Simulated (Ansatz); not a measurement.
Reaction (atomization): `C#C[Si](F)([AlH2])S` → Al• + 2 C• + F• + 4 H• + S• + Si•

Computed with Ansatz on PBE0-D4/def2-TZVP structures; ΔE is electronic, products minus reactants. CCSD(T)/CBS is the MP2 limit (def2-TZVPP, def2-QZVPP) plus CCSD(T) − MP2 in def2-TZVPP, frozen cores. This one scheme is used for every species, atoms too. DFT in def2-TZVPP. No spin–orbit coupling; open shells (•) take unrestricted orbitals. Spin–orbit coupling would lower the free atoms: a little for Al, C, F, S, Si. Each species was taken in one conformer, which may not be the lowest.

```json
{"level": "revPBE", "ΔE (kJ/mol)": "3522.2"}
{"level": "CAM-B3LYP", "ΔE (kJ/mol)": "3586.9"}
```

(1) What does CCSD(T)/CBS give? (An estimate is asked.)

(2) What do rigid-rotor, harmonic-oscillator terms from PBE0-D4/def2-TZVP frequencies (298.15 K, 1 bar) make of the CCSD(T)/CBS value? (Best estimate.)

Largest T1 diagnostic among the species: 0.018.

Answers

(1) Computed: +3627.1 kJ/mol. The listed levels differ from it by -104.9, -40.2 kJ/mol.

(2) The calculation gave: ΔZPE = -120.7 kJ/mol, ΔH = +3539.9 kJ/mol, ΔS = 1025 J/(mol·K), ΔG = +3234.3 kJ/mol. Open shells count their whole term as degenerate. Modes under 50 cm⁻¹ make the entropy rough.

The D4 term adds +45.2 kJ/mol with B3LYP and +24.0 kJ/mol with PBE0; it sums over pairs of atoms, weighted by their polarisabilities, and B3LYP, whose exchange is more repulsive, gets the larger term. From r2SCAN to r2SCAN0 (25 % exact exchange), in def2-TZVPP and without D4, ΔE moves by −75.3 kJ/mol: exact exchange takes away binding that semilocal exchange gives to molecules. Leaving LDA and LC-ωPBE aside and taking each functional with its dispersion term where it has one, the values, not all of them listed here, spread over 190.9 kJ/mol, from BHLYP-D4 to PBE-D4. LDA lies +469.0 kJ/mol from PBE without D4, its usual overbinding.

B3LYP here is the variant with VWN-RPA as its local correlation; programs differ in this.

For atomizations the MP2-based limit and the directly extrapolated one differ by several kJ/mol either way, and by 10 to 25 for some Ge, Se and Sn compounds, so smaller differences from it don't rank the levels.
